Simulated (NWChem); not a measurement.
A series in which one site is exchanged, each optimised at PBE0/def2-SVP with NWChem, gas phase unless a solvent is named. Low-valent species are run as closed-shell singlets; no triplet was tried in these runs. For some, no frequency run checked for a minimum. def2 effective core potentials on Sn, I; no spin-orbit coupling.

A: [I][Sn][Cl] (SnICl; site = I)
B: [Cl][Sn][Cl] (SnCl₂; site = Cl)
C: [SnH][Cl] (SnHCl; site = H)
D: [Cl][Sn][Br] (SnBrCl; site = Br)

Values for A:

dipole (D), PBE0/def2-SVP: 3.05
orbital gap (eV), PBE0/def2-SVP: 4.19
vertical ionisation energy, ΔSCF, PBE/def2-SVP (eV): 9.19
static polarisability, PBE0/def2-SVPD (bohr³): 96.2
lowest singlet excitation, PBE0/def2-SVPD, TDA (eV): 3.10

Problem. How do these values change for the other members?

Solution. 
```json
[
 {"change from A": "dipole (D), PBE0/def2-SVP", "B": "+0.22", "C": "-0.35", "D": "+0.14"},
 {"change from A": "orbital gap (eV), PBE0/def2-SVP", "B": "+0.63", "C": "-0.28", "D": "+0.42"},
 {"change from A": "vertical ionisation energy, ΔSCF, PBE/def2-SVP (eV)", "B": "+0.62", "C": "-0.21", "D": "+0.40"},
 {"change from A": "static polarisability, PBE0/def2-SVPD (bohr³)", "B": "-26.2", "C": "-37.4", "D": "-16.6"},
 {"change from A": "lowest singlet excitation, PBE0/def2-SVPD, TDA (eV)", "B": "+0.82", "C": "-0.33", "D": "+0.53"}
]
```
